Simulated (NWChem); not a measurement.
# GeHOCl2F; SMILES [OH][Ge]([F])([Cl])[Cl]

```xyz
6

O     -1.2488    -0.1289    -1.4563
Ge    -0.2687    -0.0112    -0.0209
F     -1.3045     0.0646     1.3528
Cl     0.9294    -1.7457     0.0982
Cl     0.9160     1.7518     0.0247
H     -1.9691     0.5139    -1.4758
```
Atoms are numbered in this order, from 1.

All runs: NWChem. Pople sets run with spherical d functions. Coordinates come from a PBE0/def2-SVP optimisation. GIAO values for the isolated, static molecule; σ is the absolute isotropic shielding, δ = σ(reference) − σ with the isolated reference molecule computed at the same levels (19F: trichlorofluoromethane, 1H: tetramethylsilane, 17O: water).

**Question.** Estimate the computed values for B3LYP/6-31G*. Quantities: δ O1 (ppm); σ Ge2 (ppm); δ F3 (ppm); σ Cl4 (ppm); σ Cl5 (ppm); δ H6 (ppm).

**Answer.** The δ O1 (ppm) is 82.1, the σ Ge2 (ppm) is 1487.2 and the δ F3 (ppm) is -70.1. The σ Cl4 (ppm) comes out as 844.6 and the σ Cl5 (ppm) is 818.7. The δ H6 (ppm) comes out as 2.44.
